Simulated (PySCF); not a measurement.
BClFI, SMILES FB(Cl)I.

Geometry: PBE0-D3(BJ)/def2-SVP. The def2 effective core potentials stand for the cores of I; spin–orbit coupling is left out.

Computed with ωB97X/def2-TZVPD in PySCF.

Gas-phase values at a fixed geometry.

```yaml
total_energy: -882.81136 hartree
point_group: Cs
highest_occupied_level: -10.26 eV
lowest_empty_level: 0.78 eV
orbital_gap: 11.04 eV
dipole_moment: 0.36 D
quadrupole, principal values (traceless, Buckingham form, about the centre of nuclear charge): -2.81, 1.07, 1.74 D·Å
mean_static_polarisability: 62.1 bohr³ (9.20 Å³)
polarisability_principal_values: 50.0, 56.7, 79.6 bohr³
```
